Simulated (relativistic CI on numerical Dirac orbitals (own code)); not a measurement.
**Ni XII: q coefficients and field-shift factors**

These numbers are calculated, not measured: Dirac-Coulomb-Breit CI, KLI orbitals optimised for each configuration, derivatives by finite differences, unscaled Slater integrals, QED left out (own radial code, finite nucleus).

Configurations in the expansion (outside the closed core [Ne]): 3s²3p⁵, 3s3p⁶, 3s²3p⁴3d, 3s3p⁵3d, 3p⁶3d, 3s3p⁴3d², 3p⁵3d², 3p⁴3d³. Double excitations out of closed p, d and f shells are left out; levels of such configurations are missing from the list, as are those of other unlisted configurations, and high levels can miss mixing partners.

With x = (α/α₀)² − 1 an excitation energy changes as ω = ω₀ + qx; K = 2q/ω₀ is the relative enhancement. Terms are leading LS components, so labels can repeat. The field-shift factor is F = δν/δ⟨r²⟩ for the transition from the lowest level.

Lowest level 3s²3p⁵ ²P°3/2.

| Level | ω₀ (cm⁻¹) | q (cm⁻¹) | K | F (GHz/fm²) |
| --- | --- | --- | --- | --- |
| 3s²3p⁵ ²P°1/2 | 23601 | 24140 | 2.05 | -0.0771 |
| 3s3p⁶ ²S1/2 | 314501 | 28870 | 0.184 | -16.4 |
| 3s²3p⁴3d ⁴D5/2 | 434193 | 12050 | 0.0555 | 0.359 |
| 3s²3p⁴3d ⁴D7/2 | 434686 | 13940 | 0.0642 | 0.37 |
| 3s²3p⁴3d ⁴D3/2 | 435912 | 13490 | 0.0619 | 0.348 |
| 3s²3p⁴3d ⁴D1/2 | 438437 | 17070 | 0.0779 | 0.337 |
| 3s²3p⁴3d ⁴F9/2 | 469794 | 8226 | 0.035 | 0.433 |
| 3s²3p⁴3d ²P1/2 | 470537 | 13250 | 0.0563 | 0.32 |
| 3s²3p⁴3d ⁴F7/2 | 476884 | 13800 | 0.0579 | 0.394 |
| 3s²3p⁴3d ²P3/2 | 481836 | 20150 | 0.0837 | 0.301 |
| 3s²3p⁴3d ⁴F5/2 | 483257 | 23110 | 0.0957 | 0.359 |
| 3s²3p⁴3d ⁴F3/2 | 484740 | 19480 | 0.0804 | 0.33 |
| 3s²3p⁴3d ⁴P1/2 | 486524 | 12230 | 0.0503 | 0.254 |
| 3s²3p⁴3d ²D3/2 | 488987 | 17850 | 0.073 | 0.328 |
| 3s²3p⁴3d ⁴P3/2 | 495475 | 25360 | 0.102 | 0.293 |
| 3s²3p⁴3d ²F7/2 | 497790 | 14160 | 0.0569 | 0.392 |
| 3s²3p⁴3d ⁴P5/2 | 497909 | 21520 | 0.0864 | 0.298 |
| 3s²3p⁴3d ²D5/2 | 502060 | 27750 | 0.111 | 0.285 |
| 3s²3p⁴3d ²G7/2 | 513900 | 24440 | 0.0951 | 0.381 |
| 3s²3p⁴3d ²G9/2 | 514976 | 26340 | 0.102 | 0.417 |
| 3s²3p⁴3d ²F5/2 | 515669 | 28020 | 0.109 | 0.324 |
| 3s²3p⁴3d ²F5/2 | 546507 | 18830 | 0.0689 | 0.344 |
| 3s²3p⁴3d ²F7/2 | 552653 | 25450 | 0.0921 | 0.335 |

At this charge energies of transitions that change n are usually good to better than 1 %, and those within a shell (Δn = 0) to a few per cent.
